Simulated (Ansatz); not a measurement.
Ansatz (a quantum-chemistry and plane-wave program) input (B3LYP-D3(BJ)/def2-TZVP):

Ansatz 0.2 input:
```yaml
crystal:
  periodic: [false, false, false]
  atoms:
    - {symbol: C, position_ang: [3.12824716, -0.35454242, -0.38439008]}
    - {symbol: C, position_ang: [2.22622694, -0.18939988, 0.77459778]}
    - {symbol: C, position_ang: [0.96142079, 0.56761326, 0.68027132]}
    - {symbol: C, position_ang: [-0.20493977, -0.30821088, 0.16322098]}
    - {symbol: C, position_ang: [-1.50765744, 0.47893476, 0.08020162]}
    - {symbol: C, position_ang: [-2.65857061, -0.38403782, -0.44013980]}
    - {symbol: O, position_ang: [-3.88699656, 0.30345967, -0.46750393]}
    - {symbol: H, position_ang: [2.96762952, 0.43188670, -1.11974944]}
    - {symbol: H, position_ang: [4.17388302, -0.33905891, -0.07087842]}
    - {symbol: H, position_ang: [2.97010951, -1.31897103, -0.88516995]}
    - {symbol: H, position_ang: [2.39316910, -0.80906766, 1.63975427]}
    - {symbol: H, position_ang: [1.07905720, 1.41269421, -0.00385775]}
    - {symbol: H, position_ang: [0.67898107, 0.95474394, 1.66303040]}
    - {symbol: H, position_ang: [-0.33355679, -1.16028297, 0.83302992]}
    - {symbol: H, position_ang: [0.05412847, -0.69508371, -0.82439134]}
    - {symbol: H, position_ang: [-1.77486510, 0.86094035, 1.06784388]}
    - {symbol: H, position_ang: [-1.37423152, 1.33743045, -0.58558485]}
    - {symbol: H, position_ang: [-2.81922493, -1.23735775, 0.22277729]}
    - {symbol: H, position_ang: [-2.41089772, -0.76755193, -1.44165051]}
    - {symbol: H, position_ang: [-3.78782034, 1.09206149, -1.01277626]}
basis:
  gaussian:
    orbitals: def2-TZVP
hamiltonian:
  xc: b3lyp
  dispersion: d3bj
magnetization: {spin_polarized: true, initial_magnetization: 1}
relax: {f_tol: 0.002, max_steps: 150}
```

End of the output:

```
mean field -8483.29597512 eV, -311.7553769012 hartree, gradient 1.5e-5 eV, S^2 0.754130; 0 other end points of the search recorded, 0 dependent functions left out
the calculation of the forces begins
reference -8483.29633261 eV, -311.7553900387 hartree; 29, 28 occupied and 266, 267 virtual orbitals, 1803 factors
relax step  10: F+E_penalty+E_count = -8483.98013808 eV  Δ(F+E_penalty+E_count) = -1.221e-5 eV  max|allowed force component| = 3.727e-3 eV/Å  Δτ_max = 0.0107 Å  (35 SCF iters, accepted)
these checks for a lower state are left out or cut short: starts, cluster_reference, orbital_swaps, neighbouring_geometries, increment
integrals: 0.27 GiB planned
1803 factors; their error is unknown
0.37 GiB of the device are held for the grids
1.94 GiB of device memory are held for the factors and their scratch space
mean field: 2.28 GiB planned
mean field -8483.29601102 eV, -311.7553782205 hartree, gradient 1.5e-5 eV, S^2 0.754130; 0 other end points of the search recorded, 0 dependent functions left out
the calculation of the forces begins
reference -8483.29636852 eV, -311.7553913583 hartree; 29, 28 occupied and 266, 267 virtual orbitals, 1803 factors
relax step  11: F+E_penalty+E_count = -8483.98014057 eV  Δ(F+E_penalty+E_count) = -2.498e-6 eV  max|allowed force component| = 1.419e-3 eV/Å  Δτ_max = 0.0017 Å  (35 SCF iters, accepted)
integrals: 0.27 GiB planned
1803 factors; their error is unknown
0.37 GiB of the device are held for the grids
1.94 GiB of device memory are held for the factors and their scratch space
mean field: 2.28 GiB planned
mean field evaluation 96: about -8483.2960 eV, gradient 1.5e-5 eV
mean field -8483.29601102 eV, -311.7553782205 hartree, gradient 1.5e-5 eV, S^2 0.754130; 1 other end points of the search recorded, 0 dependent functions left out
the calculation of the forces begins
reference -8483.29636852 eV, -311.7553913583 hartree; 29, 28 occupied and 266, 267 virtual orbitals, 1803 factors
Total energy: -8483.98049807 eV, -311.7805326556 hartree
Atom 0 at     3.084097    -0.391778    -0.402836 Å, force    -0.000582     0.000077     0.000248 eV/Å
Atom 1 at     2.268156    -0.120005     0.808964 Å, force     0.000028     0.000188    -0.000361 eV/Å
Atom 2 at     0.963617     0.589510     0.720417 Å, force    -0.000950     0.000515    -0.000103 eV/Å
Atom 3 at    -0.184186    -0.287436     0.175062 Å, force    -0.000245    -0.001419    -0.000703 eV/Å
Atom 4 at    -1.510332     0.462906     0.085212 Å, force     0.000154     0.001361     0.000562 eV/Å
Atom 5 at    -2.638596    -0.398238    -0.463296 Å, force     0.000916    -0.001297     0.000045 eV/Å
Atom 6 at    -3.892767     0.275780    -0.495096 Å, force     0.000960    -0.000700     0.000665 eV/Å
Atom 7 at     3.080055     0.463531    -1.086296 Å, force     0.000014     0.000231    -0.000096 eV/Å
Atom 8 at     4.120886    -0.624253    -0.152738 Å, force     0.000355    -0.000105     0.000175 eV/Å
Atom 9 at     2.701191    -1.248240    -0.979873 Å, force     0.000091    -0.000293    -0.000043 eV/Å
Atom 10 at     2.516937    -0.636449     1.728654 Å, force    -0.000127     0.000052     0.000014 eV/Å
Atom 11 at     1.061400     1.463145     0.063430 Å, force     0.000194    -0.000075    -0.000091 eV/Å
Atom 12 at     0.670962     0.966994     1.704609 Å, force     0.000134     0.000063     0.000263 eV/Å
Atom 13 at    -0.299778    -1.163539     0.820556 Å, force     0.000056     0.000008    -0.000087 eV/Å
Atom 14 at     0.093537    -0.666364    -0.813234 Å, force    -0.000066    -0.000070     0.000211 eV/Å
Atom 15 at    -1.800424     0.833601     1.072577 Å, force    -0.000040     0.000104     0.000118 eV/Å
Atom 16 at    -1.386404     1.343611    -0.556907 Å, force     0.000041     0.000150    -0.000016 eV/Å
Atom 17 at    -2.793783    -1.267887     0.177917 Å, force    -0.000298    -0.000007    -0.000032 eV/Å
Atom 18 at    -2.374065    -0.772043    -1.461418 Å, force    -0.000369     0.000123    -0.000281 eV/Å
Atom 19 at    -3.806413     1.053352    -1.057071 Å, force    -0.000268     0.001094    -0.000487 eV/Å
Dipole moment:     0.289067     0.079365    -0.171712 e Å
```

It need not be the lowest isomer of its formula.
